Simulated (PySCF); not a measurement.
Compound: C6H10N (doublet state).
Structure used (GFN2-xTB), in Å, numbered top down from 1:
```xyz
17
C6H10N angstrom
C     -1.7597   -1.0289    0.0204
C     -1.0315    0.3045    0.2758
N     -1.8231    1.3701   -0.3327
C      0.3232    0.2894   -0.3334
C      1.4952   -0.1247    0.3865
C      2.6255   -0.8611   -0.3305
C      2.8769    0.3717   -0.0258
H     -1.9024   -1.1572   -1.0484
H     -1.1706   -1.8558    0.4069
H     -2.7325   -1.0294    0.5077
H     -0.9265    0.4231    1.3738
H     -1.3711    2.2673   -0.1953
H     -2.7453    1.4120    0.0878
H      0.4006    0.5313   -1.3793
H      1.3342   -0.3521    1.4386
H      2.8922   -1.7737   -0.8046
H      3.5081    1.2257   -0.0573
```

The hyperfine couplings belong to this conformer and change with its torsions.

As a line formula: `C[C@H](N)[CH]C1C=C1` [radical].

Theory: UKS B3LYP, pcH-1 on C H N, non-relativistic, mean-field spin-orbit, GIAO (PySCF). Geometry: GFN2-xTB, one conformer, isolated molecule. The geometry wasn't refined by DFT: couplings that depend on bond lengths, twists or pyramidal angles can differ widely from those at the functional's own minimum. The SCF solution wasn't tested for stability.

Principal values of hyperfine tensors in MHz (contact and dipolar terms together), for some of the nuclei:

| atom | isotope | A1 | A2 | A3 |
| --- | --- | --- | --- | --- |
| C6 | 13C | 67.80 | 69.41 | 95.63 |
| C7 | 13C | 65.72 | 66.10 | 92.59 |
| C1 | 13C | 66.74 | 66.95 | 80.58 |
| H14 | 1H | -90.03 | -55.75 | -21.94 |
| C5 | 13C | -43.33 | -40.60 | -35.02 |
| C2 | 13C | -31.05 | -30.04 | -27.66 |
| H11 | 1H | 24.03 | 25.38 | 37.64 |
| H16 | 1H | 17.92 | 20.55 | 28.39 |

Question: Split each tensor into its isotropic and traceless parts, and turn a_iso into mT with g = 2.0025.

Answer: a_iso = (A1 + A2 + A3)/3, Ti = Ai − a_iso; 1 mT corresponds to 28.027 MHz.

| atom | a_iso (MHz) | a_iso (mT) | T1 | T2 | T3 |
| --- | --- | --- | --- | --- | --- |
| C6 | 77.61 | 2.769 | -9.81 | -8.20 | 18.01 |
| C7 | 74.81 | 2.669 | -9.08 | -8.71 | 17.79 |
| C1 | 71.42 | 2.548 | -4.68 | -4.48 | 9.16 |
| H14 | -55.91 | -1.995 | -34.13 | 0.16 | 33.97 |
| C5 | -39.65 | -1.415 | -3.68 | -0.95 | 4.63 |
| C2 | -29.58 | -1.055 | -1.47 | -0.46 | 1.92 |
| H11 | 29.02 | 1.035 | -4.99 | -3.64 | 8.62 |
| H16 | 22.29 | 0.795 | -4.37 | -1.74 | 6.10 |

Question: What spin density at the nucleus of H14 lies behind its contact coupling (g_N = 5.58569)?

Answer: a_FC = 800.24 MHz bohr³ × g_N × ρ(0)/(2S). With a_FC = -55.91 MHz and 2S = 1, ρ(0) = -0.01251 bohr⁻³. In magnitude that is 3.9 % of the 1/π = 0.318 of a free hydrogen atom.

Question: C4 (13C, g_N = 1.40482) isn't in the table. Its spin density at the nucleus is 0.07104 bohr⁻³. What is its contact coupling?

Answer: By the same relation, a_FC = 79.9 MHz. Its full tensor has the principal values 7.59, 8.23, 223.76 MHz.

Question: Name the largest traceless tensor T of the table and describe it.

Answer: H14: -34.1, 0.2, 34.0 MHz, rhombic: the two smaller values differ by 99 % of the largest.

Question: What first-order splitting does C7 cause when the field lies along A1, A2 or A3 of its tensor (g taken as isotropic, no quadrupole term)?

Answer: 2 lines (I = 1/2), spaced by |A_i|/(g × 13.996): 2.35, 2.36, 3.30 mT along the axes of A1, A2 and A3.
